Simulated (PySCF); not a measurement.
**From computed data to an observable: entropy of an ideal gas**

GeHCl, SMILES [Cl][GeH] (connectivity only; charge and spin as stated), neutral, multiplicity 1.

The structure is a stationary point at ωB97X-D3(BJ)/def2-TZVP.

PySCF with ωB97X-D3(BJ)/def2-TZVP gives the harmonic wavenumbers 413, 752, 1951 cm⁻¹ and the rotational temperatures 9.6899, 0.2135, 0.2089 K. The molar mass is 109.09 g/mol, the symmetry number 1, the spin multiplicity 1.

### Question
Work out the entropy at 298.15 K and 1 atm in the rigid-rotor, harmonic-oscillator model.

### Answer

Translation (Sackur–Tetrode at 1 atm): S = R[1.5 ln M + 2.5 ln T − 1.16487] = 167.3 J/(mol K).
Rotation: q = (√π/σ) T^1.5/√(θA θB θC) = 13900, S = R[ln q + 3/2] = 91.8 J/(mol K).
Vibration: with u = 1.4388 ν/T, each mode gives R[u/(e^u − 1) − ln(1 − e^−u)]:
| ν (cm⁻¹) | modes | u | S (J/(mol K)) |
|---|---|---|---|
| 413 | 1 | 1.99 | 3.83 |
| 752 | 1 | 3.63 | 1.05 |
| 1951 | 1 | 9.41 | 0.01 |
These are all the modes. Sum 4.9 J/(mol K).
Spin: R ln 1 = 0.0 J/(mol K).
Total 263.9 J/(mol K); the program's own thermochemistry gives 263.9. Translation makes up 63 % and vibration 2 %. Anharmonicity, hindered rotation and orbital degeneracy are left out.
